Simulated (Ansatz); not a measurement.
A calculation with Ansatz (development build ahead of 0.2.0).

```yaml
crystal:
  periodic: [false, false, false]
  atoms:
    - { symbol: H, position_ang: [0.0, 0.0, 0.0] }
basis:
  gaussian: { orbitals: STO-3G }
magnetization:
  spin_polarized: true
  initial_magnetization: 1
hamiltonian:
  xc: hf
correlation:
  method: ccsdt
  frozen_orbitals: { H: 0 }
```

The input is written out in the form of the current development build from the run's settings.

The run gave:

```
Converged                       : yes
Reference energy                : -0.46658 hartree
Correlation energy              : 0.00000 hartree
Total energy                    : -0.46658 hartree
Spin squared of the determinant : 0.750
```
